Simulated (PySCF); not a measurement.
Al(Cl)(Me)(SeH) (CH4AlClSe), SMILES [CH3][Al]([Cl])[SeH]. Atoms are numbered in the order given.

```xyz
8

Al    -0.4127     0.6616     0.0000
Cl     1.1962     2.0345     0.0000
C     -2.2483     1.3004     0.0000
H     -2.4323     1.9306    -0.8867
H     -2.9850     0.4821     0.0000
H     -2.4323     1.9306     0.8867
Se     0.2222    -1.5680     0.0000
H     -1.1843    -2.0206     0.0000
```
Charge 0, spin multiplicity 1.

Geometry optimised at B3LYP-D3(BJ)/def2-SVP. The structure was generated by enumeration; whether it is a known compound was not checked. Other conformers were not sampled.

All values below come from PySCF 2.14.0 with TDA-ωB97X/def2-SVPD.

Vertical excitations.  State labels are in the subgroup Cs.

Computed UV-visible absorptions:
```tsv
state	symmetry	energy (eV)	λ (nm)	f	main pairs
S1	A"	5.83	213	0.012	HOMO→LUMO+2 71 %, HOMO→LUMO 19 %
S2	A"	6.01	206	0.071	HOMO→LUMO 64 %, HOMO→LUMO+2 20 %
S3	A'	6.12	203	0.069	HOMO→LUMO+1 86 %
S4	A"	6.39	194	0.001	HOMO−1→LUMO+1 95 %
S5	A'	7.11	174	0.269	HOMO−1→LUMO 73 %
S6	A'	7.55	164	0.281	HOMO−1→LUMO+2 65 %, HOMO−1→LUMO 11 %
S7	A"	7.62	163	0.018	HOMO→LUMO+7 30 %, HOMO→LUMO+6 23 %, HOMO→LUMO+4 14 %, HOMO→LUMO+10 6 %
S8	A"	7.75	160	0.001	HOMO−2→LUMO+1 84 %
S9	A"	7.92	157	0.005	HOMO−4→LUMO+1 72 %, HOMO→LUMO+3 14 %
S10	A"	7.95	156	0.000	HOMO→LUMO+3 59 %, HOMO→LUMO+7 9 %
T1	A"	5.39	230	0	HOMO→LUMO+2 80 %
T2	A'	5.40	229	0	HOMO→LUMO+1 95 %
T3	A"	5.73	217	0	HOMO→LUMO 64 %
T4	A"	6.09	203	0	HOMO−1→LUMO+1 87 %
```
Triplets are in the Tamm–Dancoff approximation.
